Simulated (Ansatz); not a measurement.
`[F][GeH2][SiH2]S` and `S[SiH2][GeH3]` differ in one atom or group.

Ansatz, PBE0-D4/def2-TZVP geometries, multiplicity 1. Each molecule was computed in one conformer, which needn't be the lowest.

Scalar relativity is left out up to krypton.

| property | `[F][GeH2][SiH2]S` |
| --- | --- |
| size of the dipole moment (B3LYP/def2-TZVPP) / D | 2.60 |
| HOMO energy (PBE/def2-TZVPP) / eV | -6.34 |
| LUMO energy (B3LYP/def2-TZVPP) / eV | -0.94 |
| HOMO energy (PBE0/def2-TZVPP) / eV | -7.51 |
| HOMO–LUMO gap (PBE0/def2-TZVPP) / eV | 6.78 |
| HOMO energy (ωB97M-V/def2-TZVPP) / eV | -9.61 |

Problem. What does the change do to each property? (Best estimate.)

Solution. Computed: 
```
                                        property  `S[SiH2][GeH3]`  shift
size of the dipole moment (B3LYP/def2-TZVPP) / D             0.88  -1.72
               HOMO energy (PBE/def2-TZVPP) / eV            -6.16   0.18
             LUMO energy (B3LYP/def2-TZVPP) / eV            -0.44   0.50
              HOMO energy (PBE0/def2-TZVPP) / eV            -7.32   0.19
            HOMO–LUMO gap (PBE0/def2-TZVPP) / eV             7.06   0.28
           HOMO energy (ωB97M-V/def2-TZVPP) / eV            -9.41   0.20
```

With PBE0 the HOMO rises by 0.19 eV and the LUMO rises by 0.48 eV, so the gap widens by about 0.29 eV. PBE moves the HOMO by 0.18 eV and ωB97M-V by 0.20 eV. Dipoles are sizes alone; their direction can turn.

B3LYP here is the variant with VWN-RPA as its local correlation; programs differ in this.
